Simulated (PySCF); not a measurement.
C2BrCl2F, SMILES F/C(Cl)=C(/Cl)Br. Heavy atoms are numbered as in [F:1]/[C:2]([Cl:3])=[C:4](/[Cl:5])[Br:6].

Geometry optimised at PBE0-D3(BJ)/def2-SVP. The structure was generated by enumeration; whether it is a known compound was not checked.

Computed with PySCF with B3LYP/pcSseg-1.

GIAO shieldings, no solvent; atoms alike by connectivity are averaged. δ = σ(ref) − σ: ¹⁹F against CFCl3 (σ = 161.7 ppm); ¹³C against TMS (σ = 181.3 ppm); ³⁵Cl against HCl (σ = 933.3 ppm), references at their B3LYP-D3(BJ)/def2-TZVP geometries, non-relativistic (without spin–orbit terms, shifts of atoms bonded to Cl or Br come out too high).

Computed chemical shifts:
```
nucleus  atoms  count  δ (ppm)
-------  -----  -----  -------
¹⁹F         F1      1    -80.1
¹³C         C2      1    161.4
¹³C         C4      1    127.1
³⁵Cl       Cl5      1    289.0
³⁵Cl       Cl3      1    282.7
```
